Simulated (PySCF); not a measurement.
**Excitation energies in several basis sets**

Compound: diboron dioxide, B2O2.
InChI=1S/B2O2/c3-1-2-4

TDDFT with PBE0 (PySCF), vertical singlets, core orbitals frozen in the response, spherical d and f functions. Geometry: PBE0-D3(BJ)/def2-SVP; no solvent, vibrations or thermal averaging.

```json
{"basis": "6-31G*", "functions": "56", "diffuse": "no", "S1 (eV)": "6.55", "S2 (eV)": "6.77", "S3 (eV)": "6.77", "S4 (eV)": "7.08", "S5 (eV)": "7.35", "LUMO (eV)": "-2.04", "α (au)": "22.8"}
{"basis": "def2-SVP", "functions": "56", "diffuse": "no", "S1 (eV)": "6.58", "S2 (eV)": "6.81", "S3 (eV)": "6.81", "S4 (eV)": "7.11", "S5 (eV)": "7.38", "LUMO (eV)": "-2.25", "α (au)": "23.1"}
{"basis": "6-31+G*", "functions": "72", "diffuse": "yes", "S1 (eV)": "6.50", "S2 (eV)": "6.70", "S3 (eV)": "6.70", "S4 (eV)": "7.02", "S5 (eV)": "7.27", "LUMO (eV)": "-2.43", "α (au)": "26.2"}
{"basis": "def2-SVPD", "functions": "86", "diffuse": "yes", "S1 (eV)": "6.49", "S2 (eV)": "6.70", "S3 (eV)": "6.70", "S4 (eV)": "7.01", "S5 (eV)": "7.26", "LUMO (eV)": "-2.53", "α (au)": "29.6"}
{"basis": "aug-cc-pVDZ", "functions": "92", "diffuse": "yes", "S1 (eV)": "6.48", "S2 (eV)": "6.69", "S3 (eV)": "6.69", "S4 (eV)": "7.01", "S5 (eV)": "7.26", "LUMO (eV)": "-2.47", "α (au)": "29.7"}
{"basis": "def2-TZVP", "functions": "124", "diffuse": "no", "S1 (eV)": "6.46", "S2 (eV)": "6.66", "S3 (eV)": "6.66", "S4 (eV)": "7.00", "S5 (eV)": "7.23", "LUMO (eV)": "-2.45", "α (au)": "28.2"}
{"basis": "def2-TZVPD", "functions": "154", "diffuse": "yes", "S1 (eV)": "6.45", "S2 (eV)": "6.64", "S3 (eV)": "6.64", "S4 (eV)": "6.98", "S5 (eV)": "7.21", "LUMO (eV)": "-2.48", "α (au)": "30.0"}
{"basis": "aug-cc-pVTZ", "functions": "184", "diffuse": "yes", "S1 (eV)": "6.45", "S2 (eV)": "6.64", "S3 (eV)": "6.64", "S4 (eV)": "6.98", "S5 (eV)": "7.21", "LUMO (eV)": "-2.48", "α (au)": "30.0"}
```

Question: How much do these states and the polarisability depend on the basis?

Answer: States are compared by their number. Against the largest diffuse basis here (aug-cc-pVTZ, itself not a converged limit), sets without diffuse functions differ by up to 0.13 eV in S1 and 0.17 eV in S5; the smaller diffuse sets differ by up to 0.05 and 0.06 eV. State by state, the largest deviation of a set without diffuse functions is S1 0.13, S2 0.17, S3 0.17, S4 0.13, S5 0.17 eV. The same number needn't mean the same state in each row. Against aug-cc-pVTZ the polarisability deviates by -24% in 6-31G*, -23% in def2-SVP, -13% in 6-31+G*, -1% in def2-SVPD, -1% in aug-cc-pVDZ, -6% in def2-TZVP, 0% in def2-TZVPD.
